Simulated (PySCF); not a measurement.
NICS in isomers of C4H7NOSi.

NICS is the negative of the GIAO shielding at a point without a nucleus: at the ring centre (0) and 1 Å above and below it (1); zz is the component along the ring normal. Level: GIAO PBE0/pcSseg-1 (PySCF, non-relativistic, gas phase) on the GFN2-xTB geometries, one conformer each. Atom numbers follow the mapped SMILES.

Question: Order these rings by mean NICS(1)zz, lowest (most negative) first (ppm).
A. ring C3–C4–N5–O6–C7 in `[CH3:1][SiH2:2][c:3]1[cH:4][n:5][o:6][cH:7]1`
B. ring C2–C3–O4–C5–C7 in `[NH2:1][c:2]1[cH:3][o:4][c:5]([SiH3:6])[cH:7]1`
C. ring Si2–O3–C4–C5 in `[CH3:1][Si@@H:2]1[O:3][CH2:4][C@H:5]1[C:6]#[N:7]`

Answer: A (-29.2), B (-24.2), C (3.2).

| SMILES | ring | NICS(0) | NICS(1) | NICS(1)zz | HOMA | rms pucker (Å) | ring atoms with four or more neighbours |
| --- | --- | --- | --- | --- | --- | --- | --- |
| C[SiH2]c1cnoc1 | 5-membered ring with N and O; formal bonds all aromatic | -11.9 | -11.6 | -29.2 | 0.62 | 0.00 | 0 |
| Nc1coc([SiH3])c1 | 5-membered ring with O; formal bonds all aromatic | -11.6 | -9.7 | -24.2 | 0.45 | 0.00 | 0 |
| C[Si@@H]1OC[C@H]1C#N | 4-membered ring with O and Si; formal bonds all single | -1.4 | 0.1 | 3.2 | – | 0.03 | 3 |

NICS(0) gives the same order. The isotropic NICS(1) gives the same order. HOMA uses Krygowski's 1993 parameters; it is left out where a ring has a four-coordinate atom, a triple bond, no multiple bond or a kind of bond without parameters. NICS(1) and NICS(1)zz are means over the two faces.
